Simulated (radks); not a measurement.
Excited configurations of F8+: one electron is placed in a higher orbital outside the bare nucleus. The ground configuration is 1s1. Calculated with a radial shooting solver on a logarithmic mesh with Libxc functionals: non-relativistic Kohn-Sham, PBEsol, spin-polarised, spherical densities, point nucleus; open shells are filled with parallel spins first. Excitation = E - E(ground); binding = E(ion) - E, where the ion is the core of charge +9; n* = 9/sqrt(2 binding) in atomic units, and the quantum defect is n - n*.

[
 {"outer orbital": "3p", "excitation (eV)": "974.29", "binding (eV)": "123.18", "n*": "2.991", "quantum defect": "0.009", "eigenvalue (eV)": "-117.08", "<r> (bohr)": "1.381"},
 {"outer orbital": "4p", "excitation (eV)": "1027.8", "binding (eV)": "69.669", "n*": "3.977", "quantum defect": "0.023", "eigenvalue (eV)": "-66.449", "<r> (bohr)": "2.533"},
 {"outer orbital": "5p", "excitation (eV)": "1052.7", "binding (eV)": "44.767", "n*": "4.962", "quantum defect": "0.038", "eigenvalue (eV)": "-42.788", "<r> (bohr)": "4.013"},
 {"outer orbital": "5d", "excitation (eV)": "1052.8", "binding (eV)": "44.703", "n*": "4.965", "quantum defect": "0.035", "eigenvalue (eV)": "-42.584", "<r> (bohr)": "3.798"},
 {"outer orbital": "6p", "excitation (eV)": "1066.3", "binding (eV)": "31.189", "n*": "5.944", "quantum defect": "0.056", "eigenvalue (eV)": "-29.856", "<r> (bohr)": "5.820"},
 {"outer orbital": "7p", "excitation (eV)": "1074.5", "binding (eV)": "22.978", "n*": "6.925", "quantum defect": "0.075", "eigenvalue (eV)": "-22.023", "<r> (bohr)": "7.953"},
 {"outer orbital": "7d", "excitation (eV)": "1074.5", "binding (eV)": "22.970", "n*": "6.927", "quantum defect": "0.073", "eigenvalue (eV)": "-21.982", "<r> (bohr)": "7.735"}
]

The Delta-SCF ionisation energy is 1097.5 eV (NIST Atomic Spectra Database: 1103.1 eV, theoretical). Self-interaction in the functional shifts the binding energies and quantum defects, so they are the method's values and not measured ones.
